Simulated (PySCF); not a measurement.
# Orbital picture of SbP

PBE0 at R = 2.208 Å; basis Sb def2-SVPD with ECP28, P def2-SVPD; scalar-relativistic core potentials; PySCF 2.14. State: ⁵Σ⁺ (quintet), unpaired electrons π ↑↑↑↑, a second solution, started from another occupation. Only the outer orbitals are listed, counted within each symmetry, core potentials removing the inner ones.

```tsv
spin	orbital	occ.	ε (eV)	on Sb (%)	main shells (%)
α	7σ	1	-19.20	33	59 P s, 29 Sb s
α	8σ	1	-13.78	58	55 Sb s, 37 P s
α	4π	1	-8.99	35	63 P p, 33 Sb p
α	4π	1	-8.99	35	63 P p, 33 Sb p
α	9σ	1	-8.10	47	45 P p, 37 Sb p, 9 Sb s
α	5π	1	-5.40	65	63 Sb p, 34 P p
α	5π	1	-5.40	65	63 Sb p, 34 P p
α	10σ	0	0.19	49	32 P s, 28 Sb p, 18 Sb d
α	11σ	0	0.44	92	88 Sb s
α	2δ	0	1.69	75	75 Sb d, 25 P d
β	7σ	1	-17.00	41	51 P s, 35 Sb s
β	8σ	1	-11.64	53	50 Sb s, 41 P s
β	9σ	1	-7.21	48	45 P p, 36 Sb p, 11 Sb s
β	4π	0	-4.56	51	48 Sb p, 48 P p
β	4π	0	-4.56	51	48 Sb p, 48 P p
β	5π	0	-1.42	54	45 Sb p, 41 P p, 9 Sb d
```

Q: Which are the highest filled and the lowest empty level, where do they sit, and how wide is the gap?

A: Highest filled α 5π at -5.40 eV (in %: 63 Sb p, 34 P p); lowest empty β 4π at -4.56 eV (in %: 48 Sb p, 48 P p); the gap at PBE0 is 0.84 eV.

```
bond order (Mayer)                              : 1.11
⟨S²⟩                                            : 6.013
charge on Sb (Mulliken, basis-dependent)        : 0.21
charge on Sb (Löwdin, basis-dependent)          : 0.09
dipole moment (positive dipole means Sb(−)P(+)) : -0.09 D
```

Spin–orbit coupling is left out.
